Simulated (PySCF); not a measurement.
Ligands exchanged one at a time, Ga Cl-SiH3. Isolated molecules, 0 K electronic values unless said otherwise. Strings in code marks are SMILES.

These are PySCF with ωB97X-D3(BJ)/def2-TZVP values and carry that method's errors. All candidates: neutral, multiplicity 1. Excitations are Tamm–Dancoff values on a coarser integration grid. The basis has no diffuse functions, so Rydberg states are missing or too high.

- HOMO: -9.57 eV
- LUMO: -0.48 eV
- T1 excitation (TDA): 3.41 eV

Problem. Identify which member has these values.
A) `[SiH3][Ga]([Cl])[Cl]`
B) `[SiH3][Ga]([SiH3])[SiH3]`
C) `[SiH3][Ga]([SiH3])[Cl]`

Solution. C, `[SiH3][Ga]([SiH3])[Cl]`. The others give `[SiH3][Ga]([SiH3])[SiH3]`: -9.50 eV, -0.72 eV, 3.09 eV; `[SiH3][Ga]([Cl])[Cl]`: -10.73 eV, -0.12 eV, 4.80 eV
